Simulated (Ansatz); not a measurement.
C2H6AlBr can be A, `C[CH2][AlH][Br]`, or B, `[CH3][AlH][CH2]Br`.

Isolated molecules relaxed with PBE0-D4/def2-TZVP in Ansatz; ΔE leaves out vibrations. CCSD(T)/CBS is the MP2 limit (def2-TZVPP, def2-QZVPP) plus CCSD(T) − MP2 in def2-TZVPP, frozen cores. DFT in def2-TZVPP. B3LYP here is the variant with VWN-RPA as its local correlation; programs differ in this. For Br outer-core shells are correlated without core-valence functions, which leaves a few kJ/mol of doubt a bond. Scalar relativity is left out up to krypton. Each species was taken in one conformer, which may not be the lowest.

(1) Which isomer does CCSD(T)/CBS put lower? Give the gap. (Estimate.)

(2) Give E(B) − E(A) in kJ/mol with HF/def2-TZVPP, CCSD/def2-TZVPP, PBE0-D4, CCSD(T)/def2-TZVPP, MP2/def2-TZVPP, PBE-D4, B3LYP-D4. (Estimate.)

Largest T1 diagnostic: 0.008.

Answers

(1) The calculation gave: A, by 174.5 kJ/mol.

(2) The calculation gave: HF/def2-TZVPP 188.2, CCSD/def2-TZVPP 175.6, PBE0-D4 174.3, CCSD(T)/def2-TZVPP 173.1, MP2/def2-TZVPP 177.1, PBE-D4 166.6, B3LYP-D4 170.1. None reverses the order clearly.

From PBE to PBE0 (25 % exact exchange), in def2-TZVPP and without D4, E(B) − E(A) moves by +7.6 kJ/mol. In def2-TZVPP, CCSD(T) changes the Hartree–Fock value by −15.1 kJ/mol (the triples alone add −2.5 kJ/mol) and MP2 by −11.1 kJ/mol.
